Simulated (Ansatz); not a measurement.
H2GeOS, SMILES `[OH][Ge][SH]` (excited triplet; H–O–Ge–S torsion -95°, O–Ge–S–H torsion -89°) (charge 0, multiplicity 3). This triplet is an excited state, 2.44 eV above the relaxed singlet at the level frozen-core CCSD(T)/cc-pVTZ // B3LYP-D3(BJ)/def2-TZVP (Ansatz, a quantum-chemistry and plane-wave program).

Method: BLYP/cc-pVTZ // B3LYP-D3(BJ)/def2-TZVP (Ansatz).

Ansatz 0.2 input:
```yaml
crystal:
  periodic: [false, false, false]
  atoms:
    - { symbol: O, position_ang: [-1.607162, -0.462666, -0.227117] }
    - { symbol: Ge, position_ang: [-0.21566, -0.030743, 0.852299] }
    - { symbol: S, position_ang: [1.718929, 0.705095, -0.067427] }
    - { symbol: H, position_ang: [-2.218796, 0.278167, -0.323653] }
    - { symbol: H, position_ang: [2.322691, -0.489854, -0.234103] }
basis:
  gaussian: { orbitals: cc-pVTZ }
hamiltonian:
  xc: blyp
magnetization:
  spin_polarized: true
  initial_magnetization: 2
```

Output:

```
Functional definition: BLYP
912 factors; their error is unknown
mean field evaluation 1: about -69428.1553 eV, gradient 4.9e1 eV
mean field evaluation 2: about -69319.6253 eV, gradient 1.4e2 eV
mean field evaluation 4: about -69432.4999 eV, gradient 2.3e1 eV
mean field evaluation 8: about -69435.9958 eV, gradient 1.9e-1 eV
mean field evaluation 16: about -69435.9748 eV, gradient 1.6e-3 eV
mean field -69435.97477611 eV, -2551.7250076279 hartree, gradient 5.6e-5 eV, S^2 2.002902; 1 other end points of the search recorded, 0 dependent functions left out
reference -69435.97506796 eV, -2551.7250183532 hartree; 30, 28 occupied and 105, 107 virtual orbitals, 912 factors
Total energy: -69435.97506796 eV, -2551.7250183532 hartree
```
